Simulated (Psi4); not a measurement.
Input for Psi4: SAPT0/jun-cc-pV(D+d)Z on CH7NS (a complex), monomers drawn apart or pushed together.

```
memory 2025 MB

molecule dimer {
0 1
N    -0.17450556    0.03282820    0.74719307
H    -0.14679783    0.95387266    0.32494152
H     0.65866395   -0.46350876    0.45284551
H    -0.97520889   -0.45671542    0.36445364
--
0 1
C     0.64024922   -1.00171552    6.45603265
S    -0.49141221    0.36782224    6.04776951
H     1.64378290   -0.80996403    6.08011020
H     0.68057478   -1.06505553    7.54216577
H     0.27165242   -1.94827097    6.06453522
H    -0.38768367    0.25852377    4.70351354
units angstrom
symmetry c1
no_reorient
no_com
}

set {
  basis jun-cc-pV(D+d)Z
  scf_type df
  freeze_core true
}

energy('sapt0')
```

Program output:

```
[...]
==> Input File <==

--------------------------------------------------------------------------
memory 2025 MB

molecule dimer {
0 1
N    -0.17450556    0.03282820    0.74719307
H    -0.14679783    0.95387266    0.32494152
H     0.65866395   -0.46350876    0.45284551
H    -0.97520889   -0.45671542    0.36445364
--
0 1
C     0.64024922   -1.00171552    6.45603265
S    -0.49141221    0.36782224    6.04776951
H     1.64378290   -0.80996403    6.08011020
H     0.68057478   -1.06505553    7.54216577
H     0.27165242   -1.94827097    6.06453522
H    -0.38768367    0.25852377    4.70351354
units angstrom
symmetry c1
no_reorient
no_com
}

set {
  basis jun-cc-pV(D+d)Z
  scf_type df
  freeze_core true
}

energy('sapt0')
--------------------------------------------------------------------------


   => Loading Basis Set <=

    Name: JUN-CC-PV(D+D)Z
    Role: ORBITAL
    Keyword: BASIS
    atoms 1         entry N          line   222 file jun-cc-pv_dpd_z.gbs
    atoms 2-4, 7-10 entry H          line    60 file jun-cc-pv_dpd_z.gbs
    atoms 5         entry C          line   188 file jun-cc-pv_dpd_z.gbs
    atoms 6         entry S          line   698 file jun-cc-pv_dpd_z.gbs

   => Loading Basis Set <=

    Name: JUN-CC-PV(D+D)Z
    Role: ORBITAL
    Keyword: BASIS
    atoms 1         entry N          line   222 file jun-cc-pv_dpd_z.gbs
    atoms 2-4, 7-10 entry H          line    60 file jun-cc-pv_dpd_z.gbs
    atoms 5         entry C          line   188 file jun-cc-pv_dpd_z.gbs
    atoms 6         entry S          line   698 file jun-cc-pv_dpd_z.gbs


  //>>>>>>>>>>>>>>>>>>>>>>>>>>>>>>>>>>>//
  //              Dimer HF             //
  //<<<<<<<<<<<<<<<<<<<<<<<<<<<<<<<<<<<//

   => Libint2 <=

    Primary   basis highest AM E, G, H:  7, 6, 3
    Auxiliary basis highest AM E, G, H:  7, 7, 4
    Onebody   basis highest AM E, G, H:  -, -, -
    Solid Harmonics ordering:            Gaussian


   => Loading Basis Set <=

    Name: JUN-CC-PV(D+D)Z
    Role: ORBITAL
    Keyword: BASIS
    atoms 1         entry N          line   222 file jun-cc-pv_dpd_z.gbs
    atoms 2-4, 7-10 entry H          line    60 file jun-cc-pv_dpd_z.gbs
    atoms 5         entry C          line   188 file jun-cc-pv_dpd_z.gbs
    atoms 6         entry S          line   698 file jun-cc-pv_dpd_z.gbs


         ---------------------------------------------------------
                                   SCF
               by Justin Turney, Rob Parrish, Andy Simmonett
                          and Daniel G. A. Smith
                              RHF Reference
                        1 Threads,   1931 MiB Core
         ---------------------------------------------------------

  ==> Geometry <==

    Molecular point group: c1
    Full point group: C1

    Geometry (in Angstrom), charge = 0, multiplicity = 1:

       Center              X                  Y                   Z               Mass
    ------------   -----------------  -----------------  -----------------  -----------------
         N           -0.174505560000     0.032828200000     0.747193070000    14.003074004430
         H           -0.146797830000     0.953872660000     0.324941520000     1.007825032230
         H            0.658663950000    -0.463508760000     0.452845510000     1.007825032230
         H           -0.975208890000    -0.456715420000     0.364453640000     1.007825032230
         C            0.640249220000    -1.001715520000     6.456032650000    12.000000000000
         S           -0.491412210000     0.367822240000     6.047769510000    31.972071174400
         H            1.643782900000    -0.809964030000     6.080110200000     1.007825032230
         H            0.680574780000    -1.065055530000     7.542165770000     1.007825032230
         H            0.271652420000    -1.948270970000     6.064535220000     1.007825032230
         H           -0.387683670000     0.258523770000     4.703513540000     1.007825032230

  Running in c1 symmetry.

  Rotational constants: A =      0.41870  B =      0.00918  C =      0.00901 [cm^-1]
  Rotational constants: A =  12552.25307  B =    275.26966  C =    270.25800 [MHz]
  Nuclear repulsion =   92.813201571053042

  Charge       = 0
  Multiplicity = 1
  Electrons    = 36
  Nalpha       = 18
  Nbeta        = 18

  ==> Algorithm <==

  SCF Algorithm Type is DF.
  DIIS enabled.
  MOM disabled.
  Fractional occupation disabled.
  Guess Type is SAD.
  Energy threshold   = 1.00e-08
  Density threshold  = 1.00e-08
  Integral threshold = 1.00e-12

  ==> Primary Basis <==

  Basis Set: JUN-CC-PV(D+D)Z
    Blend: JUN-CC-PV(D+D)Z
    Number of shells: 48
    Number of basis functions: 98
    Number of Cartesian functions: 102
    Spherical Harmonics?: true
    Max angular momentum: 2

   => Loading Basis Set <=

    Name: (JUN-CC-PV(D+D)Z AUX)
    Role: JKFIT
    Keyword: DF_BASIS_SCF
    atoms 1         entry N          line   202 file jun-cc-pvdz-jkfit.gbs
    atoms 2-4, 7-10 entry H          line    70 file jun-cc-pvdz-jkfit.gbs
 
[...]
    98A     25.412978

    Final Occupation by Irrep:
              A
    DOCC [    13 ]
    NA   [    13 ]
    NB   [    13 ]

  @DF-RHF Final Energy:  -437.73211420167519

   => Energetics <=

    Nuclear Repulsion Energy =             56.1580946747935172
    One-Electron Energy =                -714.6967465430166158
    Two-Electron Energy =                 220.8065376665478539
    Total Energy =                       -437.7321142016751878

Computation Completed


Properties will be evaluated at   0.000000,   0.000000,   0.000000 [a0]

Properties computed using the SCF density matrix


 Multipole Moments:

 ------------------------------------------------------------------------------------
     Multipole            Electronic (a.u.)      Nuclear  (a.u.)        Total (a.u.)
 ------------------------------------------------------------------------------------

 L = 1.  Multiply by 2.5417464519 to convert [e a0] to [Debye]
 Dipole X            :          3.8539395           -3.4256457            0.4282939
 Dipole Y            :          6.4587523           -6.9729081           -0.5141557
 Dipole Z            :       -302.3532058          302.1498839           -0.2033219
 Magnitude           :                                                    0.6993794

 ------------------------------------------------------------------------------------

  Constructing Basis Sets for SAPT...

   => Loading Basis Set <=

    Name: (JUN-CC-PV(D+D)Z AUX)
    Role: RIFIT
    Keyword: DF_BASIS_SAPT
    atoms 1         entry N          line   144 file jun-cc-pvdz-ri.gbs
    atoms 2-4, 7-10 entry H          line    30 file jun-cc-pvdz-ri.gbs
    atoms 5         entry C          line   100 file jun-cc-pvdz-ri.gbs
    atoms 6         entry S          line   488 file jun-cc-pvdz-ri.gbs

   => Loading Basis Set <=

    Name: (JUN-CC-PV(D+D)Z AUX)
    Role: JKFIT
    Keyword: DF_BASIS_ELST
    atoms 1         entry N          line   202 file jun-cc-pvdz-jkfit.gbs
    atoms 2-4, 7-10 entry H          line    70 file jun-cc-pvdz-jkfit.gbs
    atoms 5         entry C          line   146 file jun-cc-pvdz-jkfit.gbs
    atoms 6         entry S          line   666 file jun-cc-pvdz-jkfit.gbs


  //>>>>>>>>>>>>>>>>>>>>>>>>>>>>>>>>>>>//
  //               SAPT0               //
  //<<<<<<<<<<<<<<<<<<<<<<<<<<<<<<<<<<<//



        SAPT0
    Ed Hohenstein
     6 June 2009

      Orbital Information
  --------------------------
    NSO        =        98
    NMO        =        98
    NRI        =       313
    NRI (Elst) =       440
    NOCC A     =         5
    NOCC B     =        13
    FOCC A     =         1
    FOCC B     =         6
    NVIR A     =        93
    NVIR B     =        85

    Elst10,r            =    -0.001050365613 [Eh]
    Exch10              =     0.000048522785 [Eh]
    Exch10 (S^2)        =     0.000048519342 [Eh]

    Maxiter = 50
    CPHF R converge = 1.000000E-08

    Iter     Energy [mEh]          dE [mEh]         Residual      Time [s]
       1      -0.01057159       0.010571589     5.491043e-04             0
       2      -0.01334003       0.002768442     2.791887e-04             0
       3      -0.01374092       0.000400890     6.394320e-05             0
       4      -0.01368178      -0.000059139     1.557477e-05             0
       5      -0.01366416      -0.000017619     2.895117e-06             0
       6      -0.01366907       0.000004902     5.797412e-07             0
       7      -0.01366837      -0.000000700     1.237085e-07             0
       8      -0.01366842       0.000000052     2.320109e-08             0
       9      -0.01366842       0.000000007     3.614207e-09             0

    CHF Iterations converged

    Maxiter = 50
    CPHF R converge = 1.000000E-08

    Iter     Energy [mEh]          dE [mEh]         Residual      Time [s]
       1      -0.06558376       0.065583758     1.919018e-03             0
       2      -0.07333456       0.007750797     8.812549e-04             0
       3      -0.08031134       0.006976785     1.158306e-04             0
       4      -0.08013461      -0.000176730     4.619161e-05             0
       5      -0.08001417      -0.000120437     9.904255e-06             0
       6      -0.08002903       0.000014859     3.273068e-06             0
       7      -0.08003336       0.000004325     7.598400e-07             0
       8      -0.08003216      -0.000001202     1.542376e-07             0
       9      -0.08003218       0.000000023     3.632897e-08             0
      10      -0.08003221       0.000000034     7.237153e-09             0

    CHF Iterations converged

    Ind20,r (A<-B)      =    -0.000013668425 [Eh]
    Ind20,r (B<-A)      =    -0.000080032212 [Eh]
    Ind20,r             =    -0.000093700637 [Eh]
    Exch-Ind20,r (A<-B) =     0.000005089162 [Eh]
    Exch-Ind20,r (B<-A) =     0.000000691997 [Eh]
    Exch-Ind20,r        =     0.000005781159 [Eh]
    Disp20              =    -0.000169261964 [Eh]
    Disp20 (SS)         =    -0.000084630982 [Eh]
    Disp20 (OS)         =    -0.000084630982 [Eh]
    Exch-Disp20         =     0.000003998866 [Eh]
    Exch-Disp20 (SS)    =     0.000002325853 [Eh]
    Exch-Disp20 (OS)    =     0.000001673012 [Eh]

    SAPT Results
  --------------------------------------------------------------------------------------------------------
    Electrostatics                 -1.05036561 [mEh]      -0.65911437 [kcal/mol]      -2.75773454 [kJ/mol]
      Elst10,r                     -1.05036561 [mEh]      -0.65911437 [kcal/mol]      -2.75773454 [kJ/mol]

    Exchange                        0.04852278 [mEh]       0.03044851 [kcal/mol]       0.12739655 [kJ/mol]
      Exch10                        0.04852278 [mEh]       0.03044851 [kcal/mol]       0.12739655 [kJ/mol]
      Exch10(S^2)                   0.04851934 [mEh]       0.03044635 [kcal/mol]       0.12738752 [kJ/mol]

    Induction                      -0.09444021 [mEh]      -0.05926213 [kcal/mol]      -0.24795273 [kJ/mol]
      Ind20,r                      -0.09370064 [mEh]      -0.05879804 [kcal/mol]      -0.24601099 [kJ/mol]
      Exch-Ind20,r                  0.00578116 [mEh]       0.00362773 [kcal/mol]       0.01517843 [kJ/mol]
      delta HF,r (2)               -0.00652073 [mEh]      -0.00409182 [kcal/mol]      -0.01712018 [kJ/mol]

    Dispersion                     -0.16526310 [mEh]      -0.10370416 [kcal/mol]      -0.43389820 [kJ/mol]
      Disp20                       -0.16926196 [mEh]      -0.10621349 [kcal/mol]      -0.44439722 [kJ/mol]
      Exch-Disp20                   0.00399887 [mEh]       0.00250933 [kcal/mol]       0.01049902 [kJ/mol]
      Disp20 (SS)                  -0.08463098 [mEh]      -0.05310674 [kcal/mol]      -0.22219861 [kJ/mol]
      Disp20 (OS)                  -0.08463098 [mEh]      -0.05310674 [kcal/mol]      -0.22219861 [kJ/mol]
      Exch-Disp20 (SS)              0.00232585 [mEh]       0.00145949 [kcal/mol]       0.00610653 [kJ/mol]
      Exch-Disp20 (OS)              0.00167301 [mEh]       0.00104983 [kcal/mol]       0.00439249 [kJ/mol]

  Total HF                         -1.09628304 [mEh]      -0.68792799 [kcal/mol]      -2.87829072 [kJ/mol]
  Total SAPT0                      -1.26154614 [mEh]      -0.79163215 [kcal/mol]      -3.31218892 [kJ/mol]

  Special recipe for scaled SAPT0 (see Manual):
    Electrostatics sSAPT0          -1.05036561 [mEh]      -0.65911437 [kcal/mol]      -2.75773454 [kJ/mol]
    Exchange sSAPT0                 0.04852278 [mEh]       0.03044851 [kcal/mol]       0.12739655 [kJ/mol]
    Induction sSAPT0               -0.09443898 [mEh]      -0.05926135 [kcal/mol]      -0.24794950 [kJ/mol]
    Dispersion sSAPT0              -0.16526225 [mEh]      -0.10370363 [kcal/mol]      -0.43389597 [kJ/mol]
  Total sSAPT0                     -1.26154405 [mEh]      -0.79163085 [kcal/mol]      -3.31218346 [kJ/mol]
  --------------------------------------------------------------------------------------------------------



*** Psi4 exiting successfully. Buy a developer a beer!
```

The run finished.

Cost: roughly 8 core-seconds.
